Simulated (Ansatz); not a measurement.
CF2 (SMILES F[C]F), charge 0, multiplicity 1, relaxed at each level with Ansatz (a first-principles code); harmonic frequencies from differences of analytic forces, average atomic masses, frozen cores.

```json
[
 {"level": "HF/def2-TZVPP", "F1–C2 (Å)": "1.2722", "C2–F3 (Å)": "1.2722", "F1–C2–F3 (°)": "105.2", "dipole (D)": "0.51"},
 {"level": "PBE/def2-TZVPP", "F1–C2 (Å)": "1.3185", "C2–F3 (Å)": "1.3185", "F1–C2–F3 (°)": "104.5", "dipole (D)": "0.71"},
 {"level": "r2SCAN/def2-TZVPP", "F1–C2 (Å)": "1.3069", "C2–F3 (Å)": "1.3069", "F1–C2–F3 (°)": "104.4", "dipole (D)": "0.70"},
 {"level": "B3LYP/def2-TZVPP", "F1–C2 (Å)": "1.3036", "C2–F3 (Å)": "1.3036", "F1–C2–F3 (°)": "104.7", "dipole (D)": "0.63"},
 {"level": "PBE0/def2-TZVPP", "F1–C2 (Å)": "1.2960", "C2–F3 (Å)": "1.2960", "F1–C2–F3 (°)": "104.7", "dipole (D)": "0.69"},
 {"level": "wB97X-V/def2-TZVPP", "F1–C2 (Å)": "1.3017", "C2–F3 (Å)": "1.3017", "F1–C2–F3 (°)": "104.6", "dipole (D)": "0.64"},
 {"level": "MP2/cc-pVTZ", "F1–C2 (Å)": "1.2992", "C2–F3 (Å)": "1.2992", "F1–C2–F3 (°)": "105.0", "dipole (D)": "0.66"},
 {"level": "CCSD(T)/cc-pVDZ", "F1–C2 (Å)": "1.3148", "C2–F3 (Å)": "1.3148", "F1–C2–F3 (°)": "104.6", "dipole (D)": "0.47"},
 {"level": "CCSD(T)/cc-pVTZ", "F1–C2 (Å)": "1.3025", "C2–F3 (Å)": "1.3025", "F1–C2–F3 (°)": "104.9", "dipole (D)": "0.55"},
 {"level": "CCSD(T)/cc-pVQZ", "F1–C2 (Å)": "1.2999", "C2–F3 (Å)": "1.2999", "F1–C2–F3 (°)": "104.8", "dipole (D)": "0.52"}
]
```

Measured: bond lengths of mixed type (r0, rs, rg or re) CF 1.297 Å [NIST CCCBDB].

Doubts at one or more of the structures used: a restricted determinant that unrestricted orbitals would lower (MP2/cc-pVTZ, CCSD(T)/cc-pVDZ, CCSD(T)/cc-pVTZ, CCSD(T)/cc-pVQZ).
